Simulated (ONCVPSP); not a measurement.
# Sn (Z = 50): ONCV pseudisation with PBEsol, scalar-relativistic reference atom.

Sn, optimised norm-conserving Vanderbilt (ONCV), made with ONCVPSP 4.0.1 (PBEsol, scalar-relativistic). Core [Kr], reference 4d10 5s1 (charge +3). Waves: 5s: rc 1.45 bohr, ncon 4, nbas 9, qcut 4.4 1/bohr, 2 projectors, debl 0.3 Ha; p scattering state at 0.19 Ha: rc 1.20 bohr, ncon 3, nbas 8, qcut 5.7 1/bohr, 2 projectors, debl 2.5 Ha; 4d: rc 1.45 bohr, ncon 4, nbas 8, qcut 10.2 1/bohr, 2 projectors, debl 2.9 Ha. Local part: polynomial inside 0.95 bohr (lpopt 1, dvloc0 0 Ha). Core correction: Teter function, fcfact 1.75, rcfact 1.6.

All-electron outer shells of the reference configuration (PBEsol, scalar-relativistic, ld1.x):

```csv
shell,level (eV),outermost node (bohr),outermost maximum (bohr)
4p,-119.09,0.41,0.79
4d,-55.06,0.39,0.88
5s,-35.96,0.98,1.89
```

Task: Is a potential produced?

Result: No. ONCVPSP 4.0.1 stopped with "optimize: ERROR ps0norm > uunorm, code will stop": the continuity conditions at rc already need more norm inside rc than the all-electron wave has, so norm conservation cannot be met. It happened in the s channel.
